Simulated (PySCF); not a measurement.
SMILES c1ccccc1[SiH2][SiH2]Cl (GFN2-xTB optimised geometry):

```
18

Cl    -2.049    -4.866    -2.130
Si    -1.118    -3.063    -2.102
Si    -1.372    -2.078    -0.019
C     -0.419    -0.449     0.000
C     -1.070     0.779    -0.004
C     -0.361     1.967    -0.006
C      1.023     1.946    -0.004
C      1.690     0.733     0.000
C      0.973    -0.449     0.000
H     -1.698    -2.304    -3.214
H      0.271    -3.337    -2.478
H     -2.771    -1.777     0.322
H     -0.846    -2.911     1.075
H     -2.151     0.804    -0.002
H     -0.888     2.911    -0.008
H      1.580     2.872    -0.004
H      2.771     0.710     0.004
H      1.502    -1.393     0.005
```

Computed with PBE/def2-SVP run with PySCF.

Question: What are the frontier orbital energies and the dipole moment?

Answer: HOMO-2 -7.01 eV, HOMO-1 -6.53 eV, HOMO -6.33 eV, LUMO -1.63 eV, LUMO+1 -1.31 eV; dipole moment 2.18 D.

On the same geometry PySCF with PBE0/def2-SVP gives HOMO-2 -8.28 eV, HOMO-1 -7.57 eV, HOMO -7.37 eV, LUMO -0.81 eV, LUMO+1 -0.44 eV; dipole moment 2.33 D.

Meta-Löwdin charges at PBE/def2-SVP: Cl1 -0.27, Si2 0.40, Si3 0.33, C4 -0.20, C5 -0.10, C6 -0.10, C7 -0.10, C8 -0.10, C9 -0.10, H10 -0.07, H11 -0.08, H12 -0.07, H13 -0.07, H14 0.10, H15 0.11, H16 0.11, H17 0.11, H18 0.10.
